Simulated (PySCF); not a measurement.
C2H6OSi.
InChI=1S/C2H6OSi/c1-2-3-4/h2H,1H2,4H3

The calculation used MP2 and CCSD/aug-cc-pVDZ in PySCF, restricted Hartree–Fock reference, 8 core orbitals frozen, non-relativistic, gas phase, PBE0-D3(BJ)/def2-SVP geometry.

E(HF) = -443.04124 Eh.

(1) How large is the problem?

(2) What are the MP2 and CCSD correlation energies?

(3) What is the T1 diagnostic?

(4) How does correlation change the dipole moment?

## Answers

(1) 150 basis functions and 40 electrons; 8 orbitals frozen, which leaves o = 12 correlated occupied and v = 130 virtual orbitals. That is o·v = 1560 singles and o·v(o·v + 1)/2 = 1217580 distinct closed-shell doubles amplitudes before symmetry; the costliest CCSD step grows as o²v⁴ = 4.1 × 10^10.

(2) MP2 -0.5823 Eh and CCSD -0.6284 Eh, which gives totals of -443.62355 and -443.66962 Eh. That is 0.712 eV for each correlated electron at CCSD (1650 kJ/mol in all, 0.142 % of the total energy); MP2 gives 92.7 % of the CCSD value.

(3) 0.0131, below the customary warning level of 0.02. It is the norm of the spatial-orbital singles amplitudes over the root of the number of correlated electrons, so the norm is 0.064.

(4) HF gives 0.52 D and CCSD (unrelaxed density) 0.50 D, a change of -0.02 D.

No triples correction and no basis-set extrapolation were made.

The job also held the EOM ionisation roots. Hardware: one thread of an Arm Neoverse V1, on a shared host. Cost: 4.3 min.

The values belong to the conformer `[CH2:1]=[CH:2][O:3][SiH3:4]`: C1–C2–O3–Si4 0°.
